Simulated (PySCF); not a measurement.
Species: C4H8BNO.
SMILES: `C=C/C=C/OBN`

Jobs on this species (15 atoms, 52 electrons) with PySCF (density fitting). Hardware of each: Arm Neoverse N1, one thread, shared host. Other jobs ran on the host; a repeat could differ by tens of per cent or more. Peak memory is the resident size of the whole Python process, interpreter and libraries included.

| level and settings | work | basis functions | SCF cycles | wall time | peak memory |
| --- | --- | --- | --- | --- | --- |
| BHandHLYP/cc-pVDZ | shieldings, charges and field gradients | 138 | ? | ? | ? |
| OLYP/def2-SVP | spin–spin couplings from 14 perturbed nuclei, spin–dipole term for 2 of them | 138 | ? | ? | ? |
| PBE0/def2-SVPD | 6 singlets by full TDDFT, 2 Tamm–Dancoff triplets, polarisability | 207 | 14 | 45 s | 0.84 GiB |
| PBE0/pcSseg-1 | shieldings, charges and field gradients | 159 | 14 | 29 s | 0.72 GiB |

Problem. Fill in the missing figures.

Solution. 
- BHandHLYP/cc-pVDZ; shieldings, charges and field gradients: 24 s, 0.69 GiB, 13 SCF cycles
- OLYP/def2-SVP; spin–spin couplings from 14 perturbed nuclei, spin–dipole term for 2 of them: 32 s, 0.49 GiB, 16 SCF cycles

Problem. What do all jobs in the table cost together?

Solution. About 2.2 min; the longest takes about 35 % of that, and about 1.9 times as long as the shortest.
